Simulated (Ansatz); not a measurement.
H2Te (SMILES [TeH2]), charge 0, multiplicity 1, relaxed at each level with Ansatz (a first-principles code); harmonic frequencies from differences of analytic forces, average atomic masses, frozen cores. Elements past Kr take the def2 small-core potentials, without spin–orbit coupling.

```json
[
 {"level": "HF/def2-TZVPP", "Te1–H2 (Å)": "1.6431", "Te1–H3 (Å)": "1.6431", "H2–Te1–H3 (°)": "92.3", "dipole (D)": "0.28"},
 {"level": "PBE/def2-TZVPP", "Te1–H2 (Å)": "1.6710", "Te1–H3 (Å)": "1.6710", "H2–Te1–H3 (°)": "89.7", "dipole (D)": "0.14"},
 {"level": "r2SCAN/def2-TZVPP", "Te1–H2 (Å)": "1.6565", "Te1–H3 (Å)": "1.6565", "H2–Te1–H3 (°)": "90.0", "dipole (D)": "0.22"},
 {"level": "B3LYP/def2-TZVPP", "Te1–H2 (Å)": "1.6610", "Te1–H3 (Å)": "1.6610", "H2–Te1–H3 (°)": "90.5", "dipole (D)": "0.12"},
 {"level": "PBE0/def2-TZVPP", "Te1–H2 (Å)": "1.6557", "Te1–H3 (Å)": "1.6557", "H2–Te1–H3 (°)": "90.4", "dipole (D)": "0.21"},
 {"level": "wB97X-V/def2-TZVPP", "Te1–H2 (Å)": "1.6488", "Te1–H3 (Å)": "1.6488", "H2–Te1–H3 (°)": "90.9", "dipole (D)": "0.22"},
 {"level": "MP2/def2-TZVPP", "Te1–H2 (Å)": "1.6489", "Te1–H3 (Å)": "1.6489", "H2–Te1–H3 (°)": "90.7", "dipole (D)": "0.21"},
 {"level": "CCSD(T)/def2-SVP", "Te1–H2 (Å)": "1.6645", "Te1–H3 (Å)": "1.6645", "H2–Te1–H3 (°)": "90.4", "dipole (D)": "0.31"},
 {"level": "CCSD(T)/def2-TZVPP", "Te1–H2 (Å)": "1.6597", "Te1–H3 (Å)": "1.6597", "H2–Te1–H3 (°)": "90.6", "dipole (D)": "0.19"},
 {"level": "CCSD(T)/def2-QZVPP", "Te1–H2 (Å)": "1.6594", "Te1–H3 (Å)": "1.6594", "H2–Te1–H3 (°)": "90.5", "dipole (D)": "0.20"}
]
```

Measured: equilibrium bond lengths HTe 1.651 Å [NIST CCCBDB]; equilibrium angles HTeH 90.2635 ° [NIST CCCBDB].
